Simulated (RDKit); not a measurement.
RDKit input (UFF):

```python
from rdkit import Chem
from rdkit.Chem import AllChem, rdDetermineBonds

mol = Chem.MolFromXYZFile('mol.xyz')
rdDetermineBonds.DetermineBonds(mol, charge=0)
print('SMILES', Chem.MolToSmiles(Chem.RemoveHs(mol)))
ff = AllChem.UFFGetMoleculeForceField(mol)
e0 = ff.CalcEnergy()
flag = ff.Minimize(maxIts=5000, forceTol=1e-5)
print(f'energy {e0:.4f} -> {ff.CalcEnergy():.4f} kcal/mol, converged: {flag == 0}')
print(Chem.MolToXYZBlock(mol))
```
mol.xyz:
```
3

O     -0.00000000    -0.00000000    -1.51012800
Si     0.00000000     0.00000000     0.00000000
O      0.00000000     0.00000000     1.51012800
```

Output:

```
[00:19:43] UFFTYPER: Warning: hybridization set to SP3 for atom 1
SMILES O=[Si]=O
energy 3.4014 -> 0.0000 kcal/mol, converged: True
3

O      0.000000    0.000000   -1.571099
Si     0.000000    0.000000    0.000000
O      0.000000    0.000000    1.571099
```

The geometry given is a B3LYP-D3(BJ)/def2-TZVP minimum.
